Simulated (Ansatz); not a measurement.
Reaction (formal hydrolysis of a C–F bond): `FC1CCCCC1` + H₂O → `OC1CCCCC1` + H–F

Program: Ansatz. Geometries: PBE0-D4/def2-TZVP. ΔE: electronic, gas phase. CCSD(T)/CBS is the MP2 limit (def2-TZVPP, def2-QZVPP) plus CCSD(T) − MP2 in def2-TZVPP, frozen cores. This one scheme is used for every species. DFT in def2-TZVPP. B3LYP here is the variant with VWN-RPA as its local correlation; programs differ in this. Each species was taken in one conformer, which may not be the lowest.

```json
{"level": "ωB97M-V", "ΔE (kJ/mol)": "13.0"}
{"level": "B3LYP", "ΔE (kJ/mol)": "17.0"}
```

(1) What does CCSD(T)/CBS give? (Estimate.)

Largest T1 diagnostic among the species: 0.010.

Answers

(1) The calculation gave: +7.1 kJ/mol. The listed levels differ from it by 5.9, 9.9 kJ/mol.

In def2-TZVPP, CCSD(T) changes the Hartree–Fock value by −11.8 kJ/mol (the triples alone add −1.4 kJ/mol) and MP2 by −16.6 kJ/mol. The D4 term adds −3.0 kJ/mol with B3LYP and −1.7 kJ/mol with PBE0; it sums over pairs of atoms, weighted by their polarisabilities, and B3LYP, whose exchange is more repulsive, gets the larger term.
